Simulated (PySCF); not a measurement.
Basis and Hamiltonian dependence of the excitation energy of Ge⁺

Ge⁺ [Ar] 3d10 4s2 4p1 (2P) → Ge⁺ [Ar] 3d10 4s1 4p1 5s1 (4P). All values are computed (PySCF 2.14, energy differences of UHF-based or UKS calculations, no spin-orbit coupling). Values in eV.

| basis | Hamiltonian | functions | UHF | r2SCAN | PBE0 | MP2 (valence) | CCSD(T) (valence) |
| --- | --- | --- | --- | --- | --- | --- | --- |
| aug-cc-pVDZ-PP with ECP10MDF | ECP | 32 | 13.599 | 15.218 | 15.072 | 14.274 | 14.577 |
| aug-cc-pVDZ-DK | spin-free X2C | 36 | 13.624 | 15.217 | 15.129 | 14.298 | 14.600 |
| ANO-RCC-VTZP | spin-free X2C | 43 | 14.558 | 15.948 | 15.803 | 15.239 | 15.526 |
| def2-TZVPPD | non-relativistic | 54 | 13.289 | 14.790 | 14.719 | 14.108 | 14.383 |
| aug-cc-pVTZ-PP with one added diffuse shell each of s, d, f type with ECP10MDF | ECP | 68 | 13.570 | 15.153 | 15.014 | 14.389 | 14.654 |
| dyall-av2z | non-relativistic | 92 | 13.262 | 14.799 | 14.725 | 13.998 | 14.305 |
| x2c-QZVPPall with one added diffuse shell each of s, p, d, f type | spin-free X2C | 113 | 13.567 | 15.171 | 15.061 | 14.438 | n/a |
| aug-cc-pVQZ-PP with one added diffuse shell each of s, p, d, f, g type with ECP10MDF | ECP | 114 | 13.563 | 15.160 | 15.011 | 14.434 | n/a |

Frozen in the all-electron rows: valence: [Ar] 3d10; with a core potential, the same shells as far as they lie outside it.

At UHF, ANO-RCC-VTZP lies more than 0.3 eV from the median of the rows with comparable relativity. Of these, ANO-RCC-VTZP has no diffuse functions of the l that the added or promoted electron needs.

Non-relativistic rows lack the scalar-relativistic shift.
